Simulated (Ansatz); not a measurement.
Program: Ansatz. Geometries: PBE0-D4/def2-TZVP. ΔE: electronic, gas phase. CCSD(T)/CBS adds triple-zeta CCSD(T) − MP2 to the extrapolated MP2 energy (def2 sets, frozen cores). This one scheme is used for every species. Functionals use def2-TZVPP. HSE06 is defined as in plane-wave codes. One conformer a species, not always the lowest.

`[BH2][AlH][S]C` + CH₃OH → `[BH2][AlH][O]C` + CH₃SH  (ligand exchange at the Al–S bond)

```csv
level,ΔE (kcal/mol),difference from CCSD(T)/CBS
PBE-D4,-2.8,1.8
BLYP-D4,-5.9,-1.3
HSE06-D4,-2.8,1.8
PBE,-3.3,1.3
r2SCAN,-4.6,0.0
RPA@PBE/def2-TZVPP,-6.3,-1.7
CCSD(T)/def2-TZVPP,-5.4,-0.8
MP2/def2-QZVPP,-4.9,-0.3
MP2/CBS(def2),-4.4,0.2
CCSD/CBS(def2),-5.2,-0.6
CCSD(T)/CBS,-4.6,0
```

Largest T1 diagnostic among the species: 0.012.

The D4 term adds +0.8 kcal/mol with B3LYP and +0.5 kcal/mol with PBE0; it sums over pairs of atoms, weighted by their polarisabilities, and B3LYP, whose exchange is more repulsive, gets the larger term. Leaving LDA and LC-ωPBE aside and taking each functional with its dispersion term where it has one, the values, not all of them listed here, spread over 4.7 kcal/mol, from CAM-B3LYP-D4 to revPBE-D4. In def2-TZVPP, CCSD(T) changes the Hartree–Fock value by +1.9 kcal/mol (the triples alone add +0.6 kcal/mol) and MP2 by +2.1 kcal/mol.

B3LYP here is the variant with VWN-RPA as its local correlation; programs differ in this.
